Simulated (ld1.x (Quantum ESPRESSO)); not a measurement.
# Os, ultrasoft: configuration errors across variants

osmium (Os), ultrasoft, made with ld1.x (Quantum ESPRESSO) 7.5 (LDA (PZ), non-relativistic). Core [Xe] 4f14, reference 5d6 6s2 6p0. Waves: 6s (bound): rcut 2.15, rcutus 2.90 bohr; 6s channel at 0.1 Ry: rcut 2.15, rcutus 2.90 bohr; 6p (bound, empty): rcut 2.30, rcutus 2.55 bohr; 6p channel at 0.6 Ry: rcut 2.30, rcutus 2.55 bohr; 5d (bound): rcut 1.20, rcutus 1.35 bohr; 5d channel at 0.05 Ry: rcut 1.20, rcutus 1.35 bohr. Local part: all-electron potential smoothed inside 1.05 bohr (lloc = -1). Core correction: a·sin(br)/r model core, default radius (core density twice the valence density). Augmentation charge: built from norm-conserving waves at rcut, not smoothed further.

All-electron excitation energies from the reference (eV): (1) 5d6 6s1 6p0 8.362; (2) 5d6 6s0 6p0 23.439; (3) 5d5 6s0 6p0 53.389; (4) 5d6.5 6s1.5 6p0 -1.245; (5) 5d4 6s0 6p0 96.199; (6) 5d6 6s1.5 6p0 3.379; (7) 5d5 6s2 6p0 13.039; (8) 5d6 6s2 6p0 spin -2.064; (9) 5d6 6s1 6p0 spin 5.549.

Spin tests fill each open shell by Hund’s rule, majority spin first.

The overlap operator is not positive definite (basis up to 400 Ry) in “base”, “local potential all-electron potential smoothed inside 1.10 bohr (lloc = -1)”, “all radii but the core radius scaled by about 0.94 (s 2.74, p 2.40, d 1.28 bohr, rcut 2.02/2.16/1.14); local potential all-electron potential smoothed inside 0.98 bohr (lloc = -1)”. Such files are unfit for use, however small their errors in these radial tests.

3 further variants failed, have other tests or another functional or relativity, and are left out.

A true bound ghost makes a file unfit for plane-wave use even where its test errors are small: the radial tests pick states by their node count and pass the ghost by.

Errors AE − PS in meV (a dash: test not solved or not reliable):

| change | (1) | (2) | (3) | (4) | (5) | (6) | (7) | (8) | (9) | bound ghosts |
| --- | --- | --- | --- | --- | --- | --- | --- | --- | --- | --- |
| base | -2.9 | -18 | -102 | -15 | -515 | -0.4 | -77 | +92 | +115 | p (s not tested, overlap not positive) |
| local potential all-electron potential smoothed inside 1.10 bohr (lloc = -1) | -3.0 | -18 | -102 | -15 | -515 | -0.4 | -79 | +92 | +115 | p (s not tested, overlap not positive) |
| all radii but the core radius scaled by about 0.94 (s 2.74, p 2.40, d 1.28 bohr, rcut 2.02/2.16/1.14); local potential all-electron potential smoothed inside 0.98 bohr (lloc = -1) | -1.9 | -13 | -128 | -12 | -587 | -0.2 | -68 | +86 | +99 | not determined (overlap not positive) |

Task: Give the same row for: local potential all-electron potential smoothed inside 1.36 bohr (lloc = -1).

Result: -2.9, -18, -102, -15, -515, -0.4, -73, +92, +115; bound ghosts: s, p.
